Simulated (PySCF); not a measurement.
SiH2Br2, SMILES Br[SiH2]Br.

Geometry optimised at r2SCAN-D4/def2-SVP.

Level of theory: PySCF with ωB97X/def2-TZVPD.

```json
{
  "total_energy": "-5439.16057 hartree",
  "point_group": "C2v",
  "highest_occupied_level": "-10.97 eV",
  "lowest_empty_level": "1.06 eV",
  "orbital_gap": "12.04 eV",
  "dipole_moment": "1.15 D",
  "quadrupole, principal values (traceless, Buckingham form, about the centre of nuclear charge)": "-2.18, -0.53, 2.71 D·Å",
  "mean_static_polarisability": "69.8 bohr³ (10.35 Å³)",
  "polarisability_principal_values": "58.0, 65.9, 85.6 bohr³"
}
```
